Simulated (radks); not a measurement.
Results of a calculation; reference values are marked as such.
Problem. The table gives one normalised radial function P(r) = r R(r) of Lu4+ in [Xe] 4f13 (r in bohr). Code: a radial shooting solver on a logarithmic mesh with Libxc functionals. Model: scalar-relativistic Kohn-Sham, OLYP, spin-polarised, spherical densities, point nucleus; open shells are filled with parallel spins first (spin-orbit coupling, left out, can overturn this in heavy ions).

r,P
0.001455,0.0027
0.001681,0.0035
0.001941,0.0044
0.002241,0.0056
0.002589,0.0072
0.00299,0.0091
0.003453,0.0116
0.003987,0.0147
0.004605,0.0186
0.005318,0.0236
0.006142,0.0297
0.007093,0.0373
0.008192,0.0466
0.009461,0.0579
0.01093,0.0715
0.01262,0.0876
0.01457,0.1062
0.01683,0.1274
0.01944,0.1507
0.02245,0.1753
0.02592,0.1997
0.02994,0.2218
0.03457,0.2386
0.03993,0.2464
0.04611,0.2405
0.05326,0.2166
0.06151,0.1707
0.07103,0.1012
0.08203,0.0098
0.09474,-0.0964
0.1094,-0.2044
0.1264,-0.2952
0.1459,-0.3464
0.1685,-0.3372
0.1946,-0.2548
0.2248,-0.1018
0.2596,0.0989
0.2998,0.3053
0.3462,0.4638
0.3999,0.5240
0.4618,0.4551
0.5333,0.2581
0.6159,-0.0336
0.7113,-0.3637
0.8215,-0.6684
0.9487,-0.8939
1.096,-1.0067
1.265,-0.9996
1.461,-0.8896
1.688,-0.7125
1.949,-0.5138
2.251,-0.3346
2.6,-0.1963
3.002,-0.1017
3.467,-0.0449
4.004,-0.0165
4.625,-0.0049
5.341,-0.0012
6.168,-0.0002

Which n and l does it have? It may be an empty orbital.

Solution. n = 5, l = 1: the number of nodes gives n - l - 1 = 3, the rise at small r (about r^(l+1), flatter next to the nucleus through relativity) gives l, and the extent must fit the shell. The curve is that of 5p up; the table hardly tells the two spins apart. 5p up: eigenvalue -75.020 eV, 3 radial nodes at r = 0.0832, 0.242, 0.607 bohr, <r> = 1.32 bohr, 90 % of the charge inside 1.91 bohr.
